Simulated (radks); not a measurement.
Q: Radial electron density D(r) = 4 pi r^2 rho(r) of an atom or ion with 47 electrons. Calculated with a radial shooting solver on a logarithmic mesh with Libxc functionals: scalar-relativistic Kohn-Sham, r2SCAN, spin-unpolarised, spherical densities, finite nucleus; meta-GGA in the generalised Kohn-Sham scheme; Fermi nuclear charge, rms radius of each element as measured or else 0.836 A^(1/3) + 0.57 fm.

```
   r/bohr * D(r) (the largest magnitude, 84.4, reaches the edge; | marks zero)
 0.001298 | *
 0.001703 |  *
 0.002254 |   *
 0.002982 |      *
 0.003914 |         *
 0.005179 |              *
 0.006853 |                     *
 0.009067 |                            *
   0.0119 |                                   *
  0.01575 |                                        *
  0.02083 |                                          *
  0.02735 |                                        *
  0.03618 |                                    *
  0.04788 |                                      *
  0.06284 |                                               *
  0.08315 |                                                      *
     0.11 |                                                  *
   0.1456 |                                       *
   0.1911 |                                       *
   0.2528 |                                             *
   0.3345 |                                    *
   0.4391 |                  *
   0.5809 |             *
   0.7686 |               *
    1.009 |           *
    1.335 |    *
    1.766 | *
    2.337 *
    3.068 *
    4.059 *
     5.37 *
```

What is the nuclear charge?

A: Z = 51. The innermost maximum, from 1s, lies near gamma/Z bohr with gamma = sqrt(1 - (Z/c)^2) = 0.928, here 0.0182 bohr (found: 0.0199), and its height grows with Z. The density is that of the antimony ion Sb4+ in [Kr] 4d10 5s1; the configuration itself is not fixed sharply by these data, and Z only to a few units. D(r) has 4 maxima, at r = 0.0199, 0.0879, 0.257, 0.756 bohr, and minima at 0.0389, 0.168, 0.549 bohr, inside which lie 1.99, 11.17, 28.97 electrons.
